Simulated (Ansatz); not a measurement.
Reaction (substitution at a C–C bond): `CC#CC=O` + `C[N](C)[W]([OH])(=[S])=[S]` → `C[O][W](=[S])(=[S])[N](C)C` + `C#CC=O`

Gas-phase electronic energies from Ansatz, PBE0-D4/def2-TZVP geometries. CCSD(T)/CBS is the MP2 limit (def2-TZVPP, def2-QZVPP) plus CCSD(T) − MP2 in def2-TZVPP, frozen cores. Functionals use def2-TZVPP. Elements past krypton have def2 core potentials. For W outer-core shells are correlated without core-valence functions, which leaves a few kJ/mol of doubt a bond. One conformer a species, not always the lowest.

```csv
level,ΔE (kJ/mol)
LDA (SPW92),85.3
r2SCAN-D4,77.6
ωB97X-V,71.2
ωB97M-V,73.5
revPBE,79.6
PBE0,82.1
BHLYP,74.3
HF/def2-SVP,62.3
```

Task: What does CCSD(T)/CBS give? (An estimate is asked.)

Result: The calculation gave: +70.7 kJ/mol. The listed levels differ from it by 14.6, 6.9, 0.5, 2.8, 8.9, 11.4, 3.6, -8.4 kJ/mol.

Largest T1 diagnostic among the species: 0.021, so the coupled-cluster value is less sure than usual.

Leaving LDA and LC-ωPBE aside and taking each functional with its dispersion term where it has one, the values, not all of them listed here, spread over 12.3 kJ/mol, from BLYP-D4 to r2SCAN0-D4. LDA lies +4.7 kJ/mol from PBE without D4. The D4 term adds −4.8 kJ/mol with B3LYP and −3.0 kJ/mol with PBE0; it sums over pairs of atoms, weighted by their polarisabilities, and B3LYP, whose exchange is more repulsive, gets the larger term.

B3LYP here is the variant with VWN-RPA as its local correlation; programs differ in this.
